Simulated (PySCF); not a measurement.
C8H9, doublet, at a GFN2-xTB geometry. Base run: PBE0/3-21G (PySCF).

PySCF was given this input:
```python
from pyscf import gto, scf, dft

mol = gto.Mole()
mol.atom = '''
    C    -2.869408    0.042310    0.040617
    C    -1.492512    0.020592    0.020773
    C    -0.769645   -1.106707   -0.461222
    C     0.600658   -1.118688   -0.475564
    C     1.340453   -0.025817   -0.017688
    C     2.835238   -0.032406   -0.041107
    C     0.647178    1.092595    0.459240
    C    -0.720871    1.125180    0.482119
    H    -3.445488   -0.795211   -0.309252
    H    -3.408646    0.897411    0.406291
    H    -1.326373   -1.960903   -0.818214
    H     1.124434   -1.989050   -0.846878
    H     3.218581   -1.015796   -0.301974
    H     3.235225    0.254778    0.930862
    H     3.204609    0.686821   -0.773552
    H     1.211747    1.943511    0.815429
    H    -1.240641    1.996089    0.854286
'''
mol.basis = '3-21g'
mol.charge = 0
mol.spin = 1
mol.verbose = 4
mol.build()

mf = dft.UKS(mol)
mf.xc = 'pbe0'
mf.kernel()
mf.analyze()
```

Variants of this job, named by their change:

| change | basis functions | E (Eh) | HOMO (eV) | dipole (D) | outcome |
|---|---|---|---|---|---|
| base | 90 | -308.15214 | -4.99 | 0.55 | converged |
| basis = jorge-DZP-DKH; relativity = none | 165 | -309.87474 | -5.13 | 0.66 | converged |
| basis = jorge-DZP-DKH; relativity = spin-free X2C | 165 | -309.99687 | -5.13 | 0.66 | converged |
| basis = ANO-RCC-VDZP; relativity = none | - | - | - | - | cut at the time limit |
| basis = x2c-SVPall; relativity = none | 157 | -309.63641 | -5.17 | 0.59 | converged |
| basis = ANO-RCC-VDZP; relativity = spin-free X2C | - | - | - | - | cut at the time limit |
| basis = x2c-SVPall; relativity = spin-free X2C; nucleus = Gaussian (with mol.nucmod = 'G') | 157 | -309.75244 | -5.16 | 0.59 | converged |
| basis = x2c-SVPall; relativity = spin-free X2C | 157 | -309.75246 | -5.16 | 0.59 | converged |
| basis = jorge-DZP-DKH; relativity = spin-free X2C; nucleus = Gaussian (with mol.nucmod = 'G') | 165 | -309.99684 | -5.13 | 0.66 | converged |

Absolute energies of different levels of theory aren't comparable as measures of quality.

Open shells are given as the SCF converged; they aren't shown to be the lowest states, and a large step between rows can be another state.

Basis sets contracted for a relativistic Hamiltonian are a mismatch without it, so the rows without relativity aren't non-relativistic limits. No row has spin-orbit coupling; sets with core potentials leave out the core electrons.
